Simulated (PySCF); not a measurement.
# Removal energies of Rb²⁷⁺ from EOM-IP-GCCSD

Reference: closed-shell Rb²⁷⁺, [Ne]; one electron is removed. Calculated with PySCF 2.14, two-component X2C-1e with screened spin-orbit coupling, an uncontracted even-tempered set (18 s from 2.1 bohr⁻², ratio 2.6; 13 p from 2.7 bohr⁻², ratio 2.6; 6 d from 2.8 bohr⁻², ratio 2.8; 3 f from 73 bohr⁻², ratio 2.8); frozen 1s2; the 56 highest virtual spinors dropped; of the others 44 kept and the rest restored at second order. No Breit or QED terms. Binding energies in eV.

```csv
level,Koopmans,second order,EOM-CCSD
2s1/2,3385.2,3382.1,3382.2
2p1/2,3197.9,3195.8,3195.9
2p3/2,3133.7,3131.8,3131.9
```

For comparison, the ionisation energy of Rb²⁷⁺ is 3133.3 ± 1.8 eV (semi-empirical (NIST evaluation); NIST Atomic Spectra Database, ionization energies).
